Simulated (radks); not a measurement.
All-electron atom: the tantalum ion Ta3+ in [Xe] 4f14 5d1 6p1 (not the ground configuration).

All-electron calculation, scalar-relativistic Kohn-Sham, BLYP, spin-unpolarised, spherical densities, point nucleus. Program: a radial shooting solver on a logarithmic mesh with Libxc functionals.

Energy parts (Ry):
| part | energy |
|---|---|
| total | -31206.8237 |
| kinetic | 34295.4829 |
| electron-nucleus | -76908.2761 |
| Hartree | 12036.0176 |
| exchange-correlation | -630.0481 |

Orbitals (lengths in bohr, moments of r in powers of bohr):
1s: occ. 2; eigenvalue (Ry) -4954.706; <1/r> 85.47; <r^2> 0.0004785; <r^4> 6.199e-07
2s: occ. 2; eigenvalue (Ry) -853.2842; <1/r> 19.97; <r^2> 0.007372; <r^4> 0.00009377
2p: occ. 6; eigenvalue (Ry) -748.0313; <1/r> 18.15; <r^2> 0.006083; <r^4> 0.00007324
3s: occ. 2; eigenvalue (Ry) -197.3156; <1/r> 7.390; <r^2> 0.04794; <r^4> 0.003462
3p: occ. 6; eigenvalue (Ry) -166.0184; <1/r> 6.836; <r^2> 0.04865; <r^4> 0.003713
3d: occ. 10; eigenvalue (Ry) -129.5157; <1/r> 6.464; <r^2> 0.04038; <r^4> 0.002875
4s: occ. 2; eigenvalue (Ry) -42.13498; <1/r> 3.136; <r^2> 0.2376; <r^4> 0.08201
4p: occ. 6; eigenvalue (Ry) -31.87059; <1/r> 2.851; <r^2> 0.2707; <r^4> 0.1094
4d: occ. 10; eigenvalue (Ry) -18.73936; <1/r> 2.532; <r^2> 0.3174; <r^4> 0.1633
5s: occ. 2; eigenvalue (Ry) -7.75729; <1/r> 1.221; <r^2> 1.338; <r^4> 2.624
5p: occ. 6; eigenvalue (Ry) -5.24429; <1/r> 1.032; <r^2> 1.816; <r^4> 4.998
4f: occ. 14; eigenvalue (Ry) -4.22360; <1/r> 2.007; <r^2> 0.5113; <r^4> 0.6330
5d: occ. 1; eigenvalue (Ry) -2.38884; <1/r> 0.7160; <r^2> 3.685; <r^4> 22.49
6p: occ. 1; eigenvalue (Ry) -1.61717; <1/r> 0.4048; <r^2> 11.05; <r^4> 173.5

The highest occupied level is 6p at -22.003 eV. The density falls to 0.001 e/bohr^3 at r = 4.15 bohr. Summed over all electrons, <r^2> = 41.58 bohr^2, which gives a Langevin (diamagnetic) susceptibility term of -32.9 x 10^-6 cm^3/mol.
